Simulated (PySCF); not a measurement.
chloro(chlorosilyloxy)silane (Cl2H4OSi2), SMILES Cl[SiH2]O[SiH2]Cl.

Geometry: B3LYP-D3(BJ)/def2-SVP. The values are those of a single conformer.

Two levels are set side by side: TDDFT-PBE/def2-SVPD (PySCF) and TDDFT-CAM-B3LYP/def2-SVPD (PySCF). Vertical, same geometry. The lowest singlet is HOMO→LUMO 99 % with PBE and HOMO→LUMO 48 %, HOMO−1→LUMO+2 25 %, HOMO→LUMO+1 13 % with the other functional; states are paired by order. Differences are taken from unrounded values.

```
quantity                              TDDFT-CAM-B3LYP  TDDFT-PBE  TDDFT-PBE minus TDDFT-CAM-B3LYP
------------------------------------  ---------------  ---------  -------------------------------
lowest singlet excitation (eV)                   7.77       6.65                            -1.12
lowest triplet excitation (TDA) (eV)             7.33       6.46                            -0.87
```

A lower first singlet is the usual sign of a functional without exact exchange. Differences between two approximate levels are no errors against the true value.

Rough cost on one machine, each run with all the roots and properties that it gave: TDDFT-CAM-B3LYP against TDDFT-PBE about 10 times.
